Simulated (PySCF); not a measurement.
Simulated outer-valence photoelectron spectrum of `C=CO[SiH2]F`. Level of theory: EOM-IP-CCSD/aug-cc-pVDZ in PySCF, restricted Hartree–Fock reference, 9 core orbitals frozen, non-relativistic, gas phase, PBE0-D3(BJ)/def2-SVP geometry.

Each root has a Gaussian of 0.6 eV full width with its one-hole share as area; cross sections and vibrations are left out, and the highest printed point is 100.

ionisation energy (eV), intensity and a bar:
```
      8.8          1 
      9.0          5 ##
      9.2         22 ######
      9.4         49 ###############
      9.6         59 ##################
      9.8         39 ############
     10.0         14 ####
     10.2          3 #
     10.4          0 
     10.6          0 
     10.8          0 
     11.0          0 
     11.2          0 
     11.4          0 
     11.6          4 #
     11.8         18 #####
     12.0         51 ###############
     12.2         88 ##########################
     12.4         98 ##############################
     12.6         74 ######################
     12.8         35 ###########
     13.0         10 ###
     13.2          4 #
     13.4         12 ###
     13.6         35 ###########
     13.8         60 ##################
     14.0         62 ###################
     14.2         57 #################
     14.4         64 ###################
     14.6         65 ###################
     14.8         62 ###################
     15.0         65 ###################
     15.2         53 ################
     15.4         33 ##########
     15.6         39 ############
     15.8         74 ######################
     16.0        100 ##############################
     16.2         89 ###########################
     16.4         50 ###############
     16.6         17 #####
     16.8          3 #
     17.0          0
```

Question: Where are the maxima, and how many lines lie under the curve?

Answer: 6 maxima, at 9.6, 12.4, 13.9, 14.5, 15.0 and 16.0 eV, from 8 lines. At this width some lines have no maximum of their own.

Question: List the lines with their holes.

Answer: 
| E (eV) | leading hole (HF orbital) | area | Koopmans (eV) |
| --- | --- | --- | --- |
| 9.56 | HOMO | 0.96 | 9.84 |
| 12.21 | HOMO-2 | 0.95 | 13.85 |
| 12.51 | HOMO-1 | 0.95 | 13.29 |
| 13.86 | HOMO-3 | 0.95 | 15.08 |
| 14.48 | HOMO-5 | 0.93 | 16.54 |
| 15.06 | HOMO-4 | 0.94 | 16.53 |
| 15.90 | HOMO-6 | 0.94 | 17.86 |
| 16.19 | HOMO-7 | 0.94 | 18.35 |

The widest gap, 2.65 eV, lies between 9.56 and 12.21 eV. Only orbitals with −ε under 21 eV, eight at most, were ionised, so the high end of the curve may lack lines.

The values belong to the conformer `[CH2:1]=[CH:2][O:3][SiH2:4][F:5]`: C1–C2–O3–Si4 0°, C2–O3–Si4–F5 -179°.
